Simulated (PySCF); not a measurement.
CH₅Sb. Atoms are numbered in the order given.

```xyz
7

Sb    -0.3260     0.0479     0.0000
H     -0.4867    -1.1383    -1.2226
H     -0.4867    -1.1383     1.2226
C      1.8346    -0.0192     0.0000
H      2.1929    -1.0462     0.0000
H      2.1999     0.4985     0.8866
H      2.1999     0.4985    -0.8866
```
Charge 0, spin multiplicity 1.

Geometry: PBE0-D3(BJ)/def2-TZVP. The def2 effective core potentials stand for the cores of Sb; spin–orbit coupling is left out.

Computed with r2SCAN/def2-TZVPD run with PySCF.

Mulliken values depend strongly on the basis, most of all with diffuse functions as here. ESP charges are fitted to the potential on shells at 1.4 to 2.0 van der Waals radii. Atomic charges (e):

```json
[
 {"atom": "Sb1", "ESP fit": "0.01", "Mulliken": "0.21"},
 {"atom": "H2", "ESP fit": "-0.01", "Mulliken": "-0.03"},
 {"atom": "H3", "ESP fit": "-0.01", "Mulliken": "-0.03"},
 {"atom": "C4", "ESP fit": "-0.40", "Mulliken": "-0.79"},
 {"atom": "H5", "ESP fit": "0.12", "Mulliken": "0.22"},
 {"atom": "H6", "ESP fit": "0.15", "Mulliken": "0.21"},
 {"atom": "H7", "ESP fit": "0.15", "Mulliken": "0.21"}
]
```
